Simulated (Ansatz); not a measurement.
Steps of a relaxation of C₄H₃F₃O₂, SMILES `O=CCC(=O)C(F)(F)F` with RKS PBE-D4/def2-SVP.

```sh
$ ansatz run in.yaml --threads 2 --pin off --events-out ev --progress --plain --max-ram 32768MiB --backend cpu
```

```yaml
crystal:
  periodic: [false, false, false]
  atoms:
    - {symbol: O, position_ang: [-0.613800, -1.381200, -1.375900]}
    - {symbol: C, position_ang: [0.415700, -1.445100, -0.822600]}
    - {symbol: C, position_ang: [1.007700, -0.340100, -0.037000]}
    - {symbol: C, position_ang: [0.309300, 0.941200, -0.022800]}
    - {symbol: O, position_ang: [0.736300, 1.968200, -0.469800]}
    - {symbol: C, position_ang: [-1.162600, 0.866600, 0.577000]}
    - {symbol: F, position_ang: [-2.124200, 0.969000, -0.341000]}
    - {symbol: F, position_ang: [-1.335800, 1.854600, 1.488400]}
    - {symbol: F, position_ang: [-1.371100, -0.300900, 1.290000]}
    - {symbol: H, position_ang: [0.999300, -2.379700, -0.848600]}
    - {symbol: H, position_ang: [1.169100, -0.679400, 1.029100]}
    - {symbol: H, position_ang: [2.047100, -0.128300, -0.432800]}
basis:
  gaussian: {orbitals: def2-SVP}
hamiltonian: {xc: pbe, dispersion: d4}
relax: {f_tol: 0.03, max_steps: 200}
```

Positions (Å) and forces (eV/Å) along the path, 11 of 33 steps:

```xyz
12
step=1 energy=-16411.5689 eV
O    -0.614   -1.381   -1.376   -3.681    0.269   -2.137
C     0.416   -1.445   -0.823    2.042   -0.488    1.327
C     1.008   -0.340   -0.037    2.708   -0.152    1.059
C     0.309    0.941   -0.023   -2.043   -0.165    0.040
O     0.736    1.968   -0.470    0.255    1.028   -0.183
C    -1.163    0.867    0.577   -0.292   -0.059    1.301
F    -2.124    0.969   -0.341    0.250    0.013   -0.193
F    -1.336    1.855    1.488    0.196    0.157   -0.360
F    -1.371   -0.301    1.290    0.339    0.366   -0.687
H     0.999   -2.380   -0.849    0.792   -0.698    0.098
H     1.169   -0.679    1.029   -0.113   -0.032   -0.463
H     2.047   -0.128   -0.433   -0.452   -0.239    0.199
12
step=3 energy=-16411.7947 eV rejected
O    -0.618   -1.422   -1.454    1.046    0.203    0.178
C     0.464   -1.466   -0.884   -1.209   -0.893    0.437
C     1.047   -0.346   -0.037    0.243    0.028   -0.248
C     0.247    0.939   -0.031   -0.142    0.343    0.093
O     0.657    2.001   -0.450   -0.041   -0.179   -0.033
C    -1.184    0.898    0.618    0.315   -0.251    0.184
F    -2.131    1.016   -0.316   -0.091    0.022   -0.041
F    -1.308    1.911    1.499   -0.005   -0.126   -0.118
F    -1.371   -0.273    1.291   -0.041    0.239   -0.105
H     1.035   -2.463   -0.802   -0.014    0.613   -0.285
H     1.166   -0.723    1.005   -0.083   -0.096   -0.071
H     2.072   -0.127   -0.405    0.021    0.098    0.009
12
step=12 energy=-16411.8605 eV
O    -0.482   -1.378   -1.563    0.015   -0.019    0.009
C     0.485   -1.483   -0.841   -0.014    0.002   -0.007
C     1.040   -0.347    0.013   -0.026    0.003   -0.011
C     0.199    0.912   -0.096    0.045    0.057   -0.017
O     0.534    1.907   -0.699   -0.034   -0.070    0.034
C    -1.179    0.898    0.638   -0.093    0.065    0.040
F    -2.173    1.198   -0.211    0.125   -0.035    0.134
F    -1.159    1.822    1.629   -0.019   -0.151   -0.144
F    -1.433   -0.311    1.199   -0.010    0.116   -0.041
H     1.068   -2.449   -0.760   -0.012    0.020    0.003
H     1.110   -0.706    1.063    0.013    0.003   -0.016
H     2.068   -0.120   -0.339    0.008    0.009    0.015
12
step=14 energy=-16411.8620 eV
O    -0.488   -1.391   -1.552    0.027    0.000    0.001
C     0.485   -1.486   -0.837   -0.046   -0.005    0.018
C     1.040   -0.344    0.009    0.014    0.014    0.002
C     0.200    0.913   -0.096   -0.005   -0.006   -0.031
O     0.532    1.909   -0.699   -0.005   -0.013    0.010
C    -1.180    0.898    0.635   -0.019    0.011    0.017
F    -2.169    1.221   -0.207    0.017    0.000    0.007
F    -1.154    1.802    1.638    0.003   -0.010   -0.005
F    -1.448   -0.314    1.177    0.004    0.007   -0.010
H     1.071   -2.450   -0.751    0.010    0.008   -0.006
H     1.119   -0.699    1.060   -0.002   -0.007   -0.005
H     2.068   -0.114   -0.344    0.002    0.002    0.001
12
step=15 energy=-16411.8633 eV
O    -0.473   -1.408   -1.552    0.031    0.004    0.018
C     0.493   -1.493   -0.827   -0.031   -0.001   -0.026
C     1.039   -0.340    0.010    0.005    0.010    0.014
C     0.189    0.910   -0.112   -0.011    0.003    0.008
O     0.512    1.900   -0.729    0.002   -0.009   -0.011
C    -1.183    0.899    0.632   -0.034    0.003    0.014
F    -2.172    1.284   -0.183    0.037   -0.014    0.033
F    -1.119    1.761    1.673    0.000   -0.030   -0.025
F    -1.478   -0.327    1.128    0.006    0.039   -0.020
H     1.082   -2.454   -0.729    0.009    0.002    0.009
H     1.119   -0.683    1.065   -0.008   -0.003   -0.009
H     2.067   -0.105   -0.342   -0.007   -0.005   -0.006
12
step=16 energy=-16411.8470 eV rejected
O    -0.430   -1.459   -1.555    0.122    0.010    0.095
C     0.519   -1.512   -0.801   -0.084   -0.007   -0.132
C     1.035   -0.327    0.010   -0.017    0.011    0.043
C     0.161    0.902   -0.156   -0.040    0.153    0.031
O     0.457    1.873   -0.816   -0.011   -0.128    0.027
C    -1.192    0.904    0.626   -0.377    0.142    0.155
F    -2.179    1.466   -0.111    0.561   -0.376    0.533
F    -1.020    1.641    1.771   -0.163   -0.442   -0.611
F    -1.564   -0.358    0.991    0.068    0.622   -0.110
H     1.113   -2.464   -0.663    0.002    0.016    0.026
H     1.117   -0.639    1.076   -0.032    0.013   -0.035
H     2.061   -0.080   -0.338   -0.029   -0.014   -0.021
12
step=22 energy=-16411.8698 eV
O    -0.369   -1.445   -1.620    0.045   -0.016    0.063
C     0.530   -1.508   -0.811    0.009    0.007   -0.063
C     1.024   -0.324    0.019   -0.032   -0.019   -0.017
C     0.147    0.898   -0.167    0.025    0.074   -0.026
O     0.425    1.843   -0.872   -0.022   -0.069    0.036
C    -1.187    0.910    0.639   -0.050    0.026    0.014
F    -2.174    1.479   -0.061    0.065   -0.034    0.072
F    -0.992    1.620    1.778   -0.020   -0.063   -0.079
F    -1.566   -0.342    0.995   -0.001    0.066   -0.014
H     1.102   -2.467   -0.626   -0.030    0.014    0.000
H     1.085   -0.642    1.082    0.004    0.012    0.009
H     2.052   -0.078   -0.321    0.007    0.001    0.004
12
step=28 energy=-16411.8783 eV
O    -0.307   -1.508   -1.628    0.016   -0.002   -0.003
C     0.568   -1.526   -0.792   -0.036   -0.016    0.015
C     1.010   -0.308    0.019    0.027    0.009   -0.013
C     0.109    0.888   -0.212    0.018    0.026   -0.028
O     0.348    1.792   -0.981    0.009   -0.021   -0.003
C    -1.193    0.920    0.639   -0.064    0.033    0.021
F    -2.138    1.669    0.065    0.049   -0.044    0.055
F    -0.891    1.451    1.853   -0.021   -0.049   -0.054
F    -1.681   -0.326    0.846    0.017    0.051   -0.001
H     1.148   -2.467   -0.555    0.008    0.009   -0.005
H     1.065   -0.594    1.091   -0.005    0.000    0.004
H     2.039   -0.047   -0.312   -0.019    0.004    0.012
12
step=30 energy=-16411.8815 eV
O    -0.236   -1.542   -1.663    0.067   -0.005    0.070
C     0.588   -1.536   -0.776   -0.061   -0.024   -0.048
C     1.000   -0.293    0.015   -0.037   -0.023    0.037
C     0.083    0.885   -0.245    0.027    0.051   -0.015
O     0.293    1.755   -1.060   -0.026   -0.042    0.033
C    -1.194    0.928    0.644   -0.058    0.005    0.051
F    -2.103    1.782    0.167    0.100   -0.117    0.097
F    -0.829    1.321    1.896   -0.070   -0.043   -0.156
F    -1.750   -0.305    0.749    0.033    0.150   -0.010
H     1.147   -2.472   -0.472   -0.009    0.024   -0.019
H     1.053   -0.557    1.094   -0.006    0.019   -0.032
H     2.024   -0.021   -0.315    0.040    0.005   -0.007
12
step=31 energy=-16411.8822 eV
O    -0.238   -1.548   -1.656    0.046   -0.013    0.041
C     0.591   -1.537   -0.774   -0.072   -0.014   -0.021
C     0.998   -0.292    0.016   -0.026   -0.020    0.026
C     0.082    0.886   -0.247    0.009    0.020   -0.022
O     0.290    1.752   -1.065   -0.020   -0.013    0.016
C    -1.195    0.929    0.643   -0.031    0.009    0.044
F    -2.098    1.793    0.177    0.079   -0.087    0.069
F    -0.826    1.308    1.898   -0.055   -0.028   -0.115
F    -1.759   -0.300    0.738    0.022    0.106   -0.010
H     1.159   -2.469   -0.474   -0.003    0.011   -0.016
H     1.048   -0.550    1.096    0.012   -0.001   -0.026
H     2.023   -0.026   -0.318    0.039    0.029    0.014
12
step=33 energy=-16411.8835 eV
O    -0.237   -1.560   -1.646    0.002   -0.007    0.011
C     0.593   -1.540   -0.768   -0.001    0.006   -0.012
C     0.997   -0.290    0.016    0.022    0.012   -0.004
C     0.078    0.885   -0.253   -0.005   -0.014   -0.005
O     0.277    1.743   -1.081    0.003    0.001    0.000
C    -1.194    0.930    0.642   -0.003    0.006    0.009
F    -2.083    1.818    0.200    0.000   -0.004    0.001
F    -0.819    1.273    1.902   -0.001    0.001    0.005
F    -1.778   -0.289    0.709   -0.003    0.006   -0.007
H     1.170   -2.466   -0.469   -0.002    0.000    0.001
H     1.048   -0.542    1.097    0.000   -0.003   -0.008
H     2.024   -0.019   -0.314   -0.012   -0.003    0.010
```

It took 83 s on 2 threads of an AMD EPYC 7R13 on a shared host, with 0.23 GiB of host memory at the peak.
